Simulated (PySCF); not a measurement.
Mapped SMILES: `[CH3:1][n:2]1[cH:3][p:4][c:5]([SiH3:6])[c:7]1[SiH3:8]`; H(Xn) means a hydrogen on atom n.

GIAO PBE0/pcSseg-1 shifts (PySCF 2.14, gas phase, non-relativistic, equivalent atoms averaged), each against references optimised in the same way as the molecule (TMS, NH3, H3PO4).

On the GFN2-xTB geometry: C3 167.2, C5 150.6, C7 140.6, C1 40.6, N2 215.8, P4 156.6, Si6 -78.4, Si8 -90.3, H(C3) 8.28, H(Si6) 4.69, H(Si8) 4.63, H(C1) 4.08 ppm.

**Question.** What changes on the PBE0-D3(BJ)/def2-SVP geometry?

**Answer.** 
| atoms | δ (ppm) | change |
| --- | --- | --- |
| C3 | 167.0 | -0.2 |
| C5 | 151.1 | +0.5 |
| C7 | 141.6 | +1.0 |
| C1 | 40.5 | -0.1 |
| N2 | 218.9 | +3.1 |
| P4 | 156.1 | -0.5 |
| Si6 | -74.0 | +4.4 |
| Si8 | -84.4 | +5.9 |
| H(C3) | 8.09 | -0.19 |
| H(Si6) | 4.66 | -0.03 |
| H(Si8) | 4.63 | +0.00 |
| H(C1) | 3.85 | -0.23 |

Bonds between heavy atoms that differ most (equivalent bonds averaged): C7–N2 1.365 → 1.377 Å, C1–N2 1.438 → 1.449 Å, C5–C7 1.382 → 1.392 Å, C3–P4 1.715 → 1.724 Å, C5–Si6 1.877 → 1.868 Å. Mean change of bonds to hydrogen: C–H +0.010 Å, Si–H +0.029 Å.
